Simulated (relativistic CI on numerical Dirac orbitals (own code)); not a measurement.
Hyperfine structure of Sb XII, mass number 125

Method of calculation: Dirac-Coulomb-Breit CI, separate exchange-only KLI orbitals for each configuration, QED by a radiative potential, unscaled Slater integrals (own radial code, finite nucleus).

Configuration list (outside the closed core [Ar] 3d10): 4s2 4p6 4d4, 4s2 4p5 4d5, 4s2 4p6 4d3 4f, 4s2 4p6 4d3 5s, 4s 4p6 4d5, 4s2 4p6 4d3 5p, 4s2 4p6 4d2 4f 5s, 4s2 4p6 4d3 5d, 4s2 4p6 4d2 5s 5p, 4s 4p6 4d4 4f, 4s2 4p6 4d3 6s, 4s2 4p6 4d2 5s2, 4s2 4p6 4d 4f 5s2, 4s2 4p6 4d 5s2 5p, 4s2 4p6 4d 5s2 5d, 4p6 4d6, 4p5 4d7, 4s2 4p6 4d2 5p2, 4s2 4p6 4d 4f 5p2, 4s2 4p6 4d 5s 5p2, 4s2 4p6 4d 5p3, 4s2 4p6 4d 5p2 5d. Double excitations out of closed p, d and f shells are left out; levels of such configurations are missing from the list, as are those of other unlisted configurations, and high levels can miss mixing partners.

Nuclear spin I = 7/2, μ = 2.63 μN (tables of Stone and Pyykkö). The electronic factors are computed for point nuclear moments, without core polarisation or the Bohr-Weisskopf and QED corrections.

| Level | E (cm⁻¹) | A (MHz) |
| --- | --- | --- |
| 4s2 4p6 4d4 5D_1 | 3494.8 | 151.6 |
| 4s2 4p6 4d4 5D_2 | 7587.1 | 505.7 |
| 4s2 4p6 4d4 5D_3 | 11603.1 | 817.3 |
| 4s2 4p6 4d4 5D_4 | 15373.2 | 1082 |
| 4s2 4p6 4d4 3H_4 | 34795.6 | 1760 |
| 4s2 4p6 4d4 3G_3 | 41149.3 | 1799 |
| 4s2 4p6 4d4 3H_5 | 41292.0 | 1569 |
| 4s2 4p6 4d4 3P_1 | 41525.3 | 1027 |

Levels with J = 0, under 50 % of one LS term, or S terms without an open s electron are left out. Small factors come from cancelling terms and can be off by tens of per cent or more.

At this charge energies of transitions that change n are usually good to better than 1 %, and those within a shell (Δn = 0) to a few per cent. Terms inside the open d or f shell come out 10 to 20 % too wide with unscaled integrals. Levels and lines within the n = 5 or 6 shells can be off by up to 10 % or somewhat more, and those that change n by about 2 %, since core polarisation is missing.

Give the hyperfine levels of 4s2 4p6 4d4 5D_3 relative to its centre of gravity.

With K = F(F + 1) − I(I + 1) − J(J + 1), E = AK/2: F = 1/2: -11030, F = 3/2: -9807, F = 5/2: -7764, F = 7/2: -4904, F = 9/2: -1226, F = 11/2: 3269, F = 13/2: 8581 MHz.

LS names give the leading component of a level, which can be under half, so a name can repeat, a term be missing and a line seem to break the LS rules.
